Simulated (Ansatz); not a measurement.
Energy difference R1 → P1 + 0.5 P2, each structure at its B3LYP-D3(BJ)/def2-TZVP stationary point, reached from a drawn start (curvature not checked).
P1: H2 (SMILES [H][H]), charge 0, multiplicity 1.
P2, O2 (SMILES O=O) (charge 0, multiplicity 3):
```xyz
2

O      0.000     0.000     0.602
O      0.000     0.000    -0.602
```
R1, H2O (SMILES O) (charge 0, multiplicity 1):
```
atom   x (Å)    y (Å)    z (Å)
----  ------  -------  -------
O     0.0000   0.0000   0.3896
H     0.0000   0.7650  -0.1949
H     0.0000  -0.7650  -0.1949
```

P less R. No zero-point or thermal terms; singlets are restricted closed shells; open shells are unrestricted; no spin–orbit coupling.

Frozen-core correlation throughout.

Codes used: Ansatz (Gaussian basis) for Hartree–Fock, density functionals and correlated methods. All values are computed, each at the level named.

Problem. Give the reaction energy at the level HF/cc-pVTZ.

Solution. 226 kJ/mol

Problem. What is the computed reaction energy (SCS-MP2/cc-pVQZ)?

Solution. 277 kJ/mol

Problem. What is the computed reaction energy (CCSD/cc-pVQZ)?

Solution. 262 kJ/mol

Ansatz is a program for electronic structure.
